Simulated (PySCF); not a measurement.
## Working with the constants of CuO⁺

TPSSh constants of CuO⁺, ³Σ⁻ (triplet), unpaired electrons π ↑↑ (Cu def2-TZVPPD, O def2-TZVPPD; no relativity (PySCF 2.14); masses 62.9296 and 15.9949 u):

| Item | Value |
| --- | --- |
| ωe | 548.3 cm⁻¹ |
| ωexe | 6.89 cm⁻¹ |
| Be | 0.41859 cm⁻¹ |
| αe | 0.00585 cm⁻¹ |
| De to Cu⁺ (3d10) + O | 1.53 eV |

Problem. What force constant and bond length do these constants imply?

Solution. Reduced mass μred = 12.753 u; k = 5.8918×10⁻⁷·μred·ωe² (u, cm⁻¹, mdyn/Å) = 2.26 mdyn/Å; Re = √(16.8576/(μred·Be)) (u, cm⁻¹, Å) = 1.777 Å.

Problem. Estimate the centrifugal constant D from the Kratzer relation and find the Dunham coefficient a1.

Solution. D = 4Be³/ωe² = 9.76e-07 cm⁻¹; a1 = −1 − αeωe/(6Be²) = -4.05.

For an ion De counts to the pair picked by the measured ionisation energies or electron affinities, which need not be the lowest pair at this level. The state is the lowest single determinant that the PBE0 search found; with open d or f shells the true ground state can be another one.
